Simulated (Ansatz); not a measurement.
Start from `O=C[BH][GeH3]` and change one atom or group to get `O=CB[SiH3]`.

Ansatz, PBE0-D4/def2-TZVP geometries, multiplicity 1. Each molecule was computed in one conformer, which needn't be the lowest.

Scalar relativity is left out up to krypton.

```
                                        property  `O=C[BH][GeH3]`
           LUMO energy (ωB97M-V/def2-TZVPP) / eV             0.12
             HOMO–LUMO gap (PBE/def2-TZVPP) / eV             3.59
size of the dipole moment (B3LYP/def2-TZVPP) / D             2.04
           HOMO–LUMO gap (B3LYP/def2-TZVPP) / eV             5.50
           HOMO energy (ωB97M-V/def2-TZVPP) / eV           -10.05
               HOMO energy (PBE/def2-TZVPP) / eV            -6.38
```

**Question.** Give the same properties after the change, and the shifts. (An estimate is asked.)

**Answer.** Ansatz gave: 
```csv
property,`O=CB[SiH3]`,shift
LUMO energy (ωB97M-V/def2-TZVPP) / eV,0.16,0.04
HOMO–LUMO gap (PBE/def2-TZVPP) / eV,3.64,0.05
size of the dipole moment (B3LYP/def2-TZVPP) / D,2.01,-0.03
HOMO–LUMO gap (B3LYP/def2-TZVPP) / eV,5.60,0.10
HOMO energy (ωB97M-V/def2-TZVPP) / eV,-10.12,-0.07
HOMO energy (PBE/def2-TZVPP) / eV,-6.46,-0.08
```

Dipoles are sizes alone; their direction can turn.

B3LYP here is the variant with VWN-RPA as its local correlation; programs differ in this.
